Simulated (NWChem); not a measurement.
System: BHOClF; SMILES OB(F)Cl

The following NWChem deck was run.

```
start job
memory heap 200 mb stack 900 mb global 1100 mb
geometry units angstroms noautosym nocenter noautoz
  B      0.019750    -0.420951     0.000000
  F     -1.125275    -1.091072     0.000000
  Cl    -0.025306     1.331103     0.000000
  O      1.199308    -1.057083     0.000000
  H      1.104636    -2.016826     0.000000
end
basis spherical
  * library def2-svp
end
dft
  xc b3lyp
  iterations 150
end
property
  efieldgrad
end
task dft property
```

Parts of the log:

```
             Northwest Computational Chemistry Package (NWChem) 7.3.0
             --------------------------------------------------------

                             Geometry "geometry" -> ""
                             -------------------------

 Output coordinates in angstroms (scale by  1.889725989 to convert to a.u.)

  No.       Tag          Charge          X              Y              Z
 ---- ---------------- ---------- -------------- -------------- --------------
    1 B                    5.0000     0.01975000    -0.42095100     0.00000000
    2 F                    9.0000    -1.12527500    -1.09107200     0.00000000
    3 Cl                  17.0000    -0.02530600     1.33110300     0.00000000
    4 O                    8.0000     1.19930800    -1.05708300     0.00000000
    5 H                    1.0000     1.10463600    -2.01682600     0.00000000

 Effective nuclear repulsion energy (a.u.)     143.3257065664

                              NWChem Property Module
                              ----------------------

  itol2e modified to match energy
  convergence criterion.

                                 NWChem DFT Module
                                 -----------------

 Summary of "ao basis" -> "ao basis" (spherical)
 ------------------------------------------------------------------------------
       Tag                 Description            Shells   Functions and Types
 ---------------- ------------------------------  ------  ---------------------
 B                          def2-svp                 6       14   3s2p1d
 F                          def2-svp                 6       14   3s2p1d
 Cl                         def2-svp                 8       18   4s3p1d
 O                          def2-svp                 6       14   3s2p1d
 H                          def2-svp                 3        5   2s1p

  itol2e modified to match energy
  convergence criterion.

            General Information
            -------------------
          SCF calculation type: DFT
          Wavefunction type:  closed shell.
          No. of atoms     :     5
          No. of electrons :    40
           Alpha electrons :    20
            Beta electrons :    20
          Charge           :     0
          Spin multiplicity:     1
          Use of symmetry is: off; symmetry adaption is: off
          Maximum number of iterations: 150
          AO basis - number of functions:    65
                     number of shells:    29
          Convergence on energy requested:  1.00D-07
          Convergence on density requested:  1.00D-05
          Convergence on gradient requested:  5.00D-04

              XC Information
              --------------
                         B3LYP Method XC Potential
                     Hartree-Fock (Exact) Exchange  0.200
                        Slater Exchange Functional  0.800 local
                    Becke 1988 Exchange Functional  0.720 non-local
              Lee-Yang-Parr Correlation Functional  0.810
                  VWN I RPA Correlation Functional  0.190 local

             Grid Information
             ----------------
          Grid used for XC integration:  fine
          Radial quadrature: Mura-Knowles
          Angular quadrature: Lebedev.
          Tag              B.-S. Rad. Rad. Pts. Rad. Cut. Ang. Pts.
          ---              ---------- --------- --------- ---------
          B                   0.85       70           8.0       590
          F                   0.50       70           8.0       590
          Cl                  1.00      123          10.0       770
          O                   0.60       70           8.0       590
          H                   0.35       60          10.0       590
          Grid pruning is: on
          Number of quadrature shells:   393
          Spatial weights used:  Erf1

      Superposition of Atomic Density Guess
      -------------------------------------

 Sum of atomic energies:        -658.31045811

      Non-variational initial energy
      ------------------------------

 Total energy =    -659.483398
 1-e energy   =   -1194.637059
 2-e energy   =     391.827954
 HOMO         =      -0.443971
 LUMO         =       0.088490

   convergence    iter        energy       DeltaE   RMS-Dens  Diis-err
 ---------------- ----- ----------------- --------- --------- ---------
 d= 0,ls=0.0,diis     1   -660.5070897946 -8.04D+02  1.76D-02  7.89D-01
 d= 0,ls=0.0,diis     2   -660.4870840785  2.00D-02  9.01D-03  1.19D+00
 d= 0,ls=0.0,diis     3   -660.5952408522 -1.08D-01  1.37D-03  2.25D-02
 d= 0,ls=0.0,diis     4   -660.5968584851 -1.62D-03  6.57D-04  3.46D-03
 d= 0,ls=0.0,diis     5   -660.5972012128 -3.43D-04  1.66D-04  3.86D-04
  Resetting Diis
 d= 0,ls=0.0,diis     6   -660.5972369559 -3.57D-05  4.31D-05  2.03D-05
 d= 0,ls=0.0,diis     7   -660.5972389017 -1.95D-06  1.79D-05  7.51D-07
 d= 0,ls=0.0,diis     8   -660.5972388507  5.10D-08  9.77D-06  1.36D-06

         Total DFT energy =     -660.597238850702
      One electron energy =    -1197.095629959489
           Coulomb energy =      445.027329933221
    Exchange-Corr. energy =      -51.854645390853
 Nuclear repulsion energy =      143.325706566419

 Numeric. integr. density =       39.999999879211

                       DFT Final Molecular Orbital Analysis
                       ------------------------------------

 Vector   18  Occ=2.000000D+00  E=-3.869594D-01
              MO Center=  6.1D-01, -8.6D-01,  2.3D-11, r^2= 1.8D+00
   Bfn.  Coefficient  Atom+Function         Bfn.  Coefficient  Atom+Function
  ----- ------------  ---------------      ----- ------------  ---------------
    52      0.525465  4 O  pz                55      0.368801  4 O  pz
    20      0.304068  2 F  pz                23     -0.220076  2 F  pz
     6     -0.151014  1 B  pz                41      0.147681  3 Cl pz
    38      0.122193  3 Cl pz                35      0.070912  3 Cl pz
     9      0.062283  1 B  pz                13     -0.043187  1 B  d  1

 Vector   19  Occ=2.000000D+00  E=-3.306200D-01
              MO Center=  1.2D-01,  9.6D-01,  7.8D-10, r^2= 1.9D+00
   Bfn.  Coefficient  Atom+Function         Bfn.  Coefficient  Atom+Function
  ----- ------------  ---------------      ----- ------------  ---------------
    41      0.594972  3 Cl pz                38      0.447347  3 Cl pz
    35      0.259637  3 Cl pz                52     -0.240934  4 O  pz
    55     -0.182868  4 O  pz                20      0.059650  2 F  pz
    23     -0.044973  2 F  pz                 6     -0.042341  1 B  pz
    11      0.036781  1 B  d -1               9      0.031208  1 B  pz

 Vector   20  Occ=2.000000D+00  E=-3.228056D-01
              MO Center= -3.3D-02,  1.2D+00,  1.0D-09, r^2= 1.5D+00
   Bfn.  Coefficient  Atom+Function         Bfn.  Coefficient  Atom+Function
  ----- ------------  ---------------      ----- ------------  ---------------
    39      0.617479  3 Cl px                36      0.476785  3 Cl px
    33      0.274815  3 Cl px                19     -0.135786  2 F  py
    22      0.092828  2 F  py                49     -0.085884  4 O  s
    51     -0.075521  4 O  py                 7      0.064302  1 B  px
    61      0.062424  5 H  s                 48     -0.047461  4 O  s

 Vector   21  Occ=0.000000D+00  E= 2.325989D-02
              MO Center=  5.0D-02, -3.2D-01, -1.2D-08, r^2= 2.2D+00
   Bfn.  Coefficient  Atom+Function         Bfn.  Coefficient  Atom+Function
  ----- ------------  ---------------      ----- ------------  ---------------
     6      0.649574  1 B  pz                 9     -0.581978  1 B  pz
    41      0.326240  3 Cl pz                55      0.302388  4 O  pz
    52      0.283408  4 O  pz                20     -0.244421  2 F  pz
    23      0.230948  2 F  pz                38      0.166518  3 Cl pz
    35      0.094056  3 Cl pz                43      0.090491  3 Cl d -1

 Vector   22  Occ=0.000000D+00  E= 3.109841D-02
              MO Center=  8.1D-01, -1.7D+00,  9.1D-09, r^2= 3.3D+00
   Bfn.  Coefficient  Atom+Function         Bfn.  Coefficient  Atom+Function
  ----- ------------  ---------------      ----- ------------  ---------------
    62      1.085070  5 H  s                 49     -0.816452  4 O  s
     3      0.705596  1 B  s                 54      0.290423  4 O  py
    40      0.278377  3 Cl py                32     -0.276502  3 Cl s
    51      0.209035  4 O  py                17     -0.207444  2 F  s
    48     -0.182505  4 O  s                 61      0.165012  5 H  s

 Vector   23  Occ=0.000000D+00  E= 1.022186D-01
              MO Center=  5.0D-02, -8.5D-01,  1.8D-09, r^2= 4.5D+00
   Bfn.  Coefficient  Atom+Function         Bfn.  Coefficient  Atom+Function
  ----- ------------  ---------------      ----- ------------  ---------------
     3      1.850659  1 B  s                 62     -1.051560  5 H  s
    17     -0.534988  2 F  s                 32     -0.490735  3 Cl s
    40      0.399670  3 Cl py                54     -0.351430  4 O  py
    31     -0.198633  3 Cl s                 51     -0.196817  4 O  py
    61     -0.153851  5 H  s                  4      0.148235  1 B  px

     Multipole analysis of the density
     ---------------------------------

     L   x y z        total         alpha         beta         nuclear
     -   - - -        -----         -----         ----         -------
     0   0 0 0     -0.000000    -20.000000    -20.000000     40.000000

     1   1 0 0      0.179101     -0.137380     -0.137380      0.453861
     1   0 1 0     -0.769527     -0.602893     -0.602893      0.436258
     1   0 0 1     -0.000000     -0.000000     -0.000000      0.000000

     2   2 0 0    -22.964343    -54.577721    -54.577721     86.191100
     2   1 1 0     -1.872412      2.517747      2.517747     -6.907906
     2   1 0 1      0.000000      0.000000      0.000000      0.000000
     2   0 2 0    -17.565256   -106.501451   -106.501451    195.437647
     2   0 1 1     -0.000000     -0.000000     -0.000000      0.000000
     2   0 0 2    -20.295650    -10.147825    -10.147825      0.000000

          -----------------------
          Electric field gradient
          -----------------------

 1 a.u. = 0.324123 10**(16) esu/cm**3  ( or statvolts/cm**2 ) = 0.97174 10**(22) v/m**2

 ------------------------------------------------------------
   Atom      X         Y         Z
 ------------------------------------------------------------
    1 B    0.03732  -0.79548   0.00000
 ------------------------------------------------------------

 Electric field gradient in molecular frame (a.u.)
         XX             YY             ZZ             XY             XZ             YZ
 ------------------------------------------------------------------------------------------
        0.132808       0.113133      -0.245940      -0.056434       0.000000      -0.000000

 Principal components (a.u.) and orientation
 of principal axis w.r.t. absolute frame                      Asymmetry parameter eta
 --------------------------------------------------------------------------------------
       -0.245940       0.180255       0.065685                       0.465847

       -0.000000       0.765418       0.643534
        0.000000      -0.643534       0.765418
        1.000000       0.000000      -0.000000

 ------------------------------------------------------------
   Atom      X         Y         Z
 ------------------------------------------------------------
    2 F   -2.12646  -2.06183   0.00000
 ------------------------------------------------------------

 Electric field gradient in molecular frame (a.u.)
         XX             YY             ZZ             XY             XZ             YZ
 ------------------------------------------------------------------------------------------
       -0.677097       0.386418       0.290679      -1.045047      -0.000000       0.000000

 Principal components (a.u.) and orientation
 of principal axis w.r.t. absolute frame                      Asymmetry parameter eta
 --------------------------------------------------------------------------------------
       -1.317896       1.027217       0.290679                       0.558874

        0.852497      -0.522732       0.000000
        0.522732       0.852497      -0.000000
        0.000000       0.000000       1.000000

 ------------------------------------------------------------
   Atom      X         Y         Z
 ------------------------------------------------------------
    3 Cl  -0.04782   2.51542   0.00000
 ------------------------------------------------------------

 Electric field gradient in molecular frame (a.u.)
         XX             YY             ZZ             XY             XZ             YZ
 ------------------------------------------------------------------------------------------
        1.477948      -2.152206       0.674258       0.088853       0.000000       0.000000

 Principal components (a.u.) and orientation
 of principal axis w.r.t. absolute frame                      Asymmetry parameter eta
 --------------------------------------------------------------------------------------
       -2.154379       1.480121       0.674258                       0.374058

       -0.024454       0.999701      -0.000000
        0.999701       0.024454       0.000000
       -0.000000       0.000000       1.000000

 ------------------------------------------------------------
   Atom      X         Y         Z
 ------------------------------------------------------------
    4 O    2.26636  -1.99760   0.00000
 ------------------------------------------------------------

 Electric field gradient in molecular frame (a.u.)
         XX             YY             ZZ             XY             XZ             YZ
 ------------------------------------------------------------------------------------------
        0.467394      -1.221815       0.754422       0.436159      -0.000000      -0.000000

 Principal components (a.u.) and orientation
 of principal axis w.r.t. absolute frame                      Asymmetry parameter eta
 --------------------------------------------------------------------------------------
       -1.327785       0.754422       0.573363                       0.136361

       -0.236093      -0.000000       0.971730
        0.971730      -0.000000       0.236093
        0.000000       1.000000       0.000000

 ------------------------------------------------------------
   Atom      X         Y         Z
 ------------------------------------------------------------
    5 H    2.08746  -3.81125   0.00000
 ------------------------------------------------------------

 Electric field gradient in molecular frame (a.u.)
         XX             YY             ZZ             XY             XZ             YZ
 ------------------------------------------------------------------------------------------
        0.213419      -0.453843       0.240424      -0.054906      -0.000000       0.000000

 Principal components (a.u.) and orientation
 of principal axis w.r.t. absolute frame                      Asymmetry parameter eta
 --------------------------------------------------------------------------------------
       -0.458331       0.240424       0.217907                       0.049128

        0.081464      -0.000000       0.996676
        0.996676       0.000000      -0.081464
       -0.000000       1.000000       0.000000
```

Level: B3LYP/def2-SVP. Structure relaxed at the PBE0/def2-SVP level. NWChem prints the field gradient with the sign opposite to the second derivative of the potential.
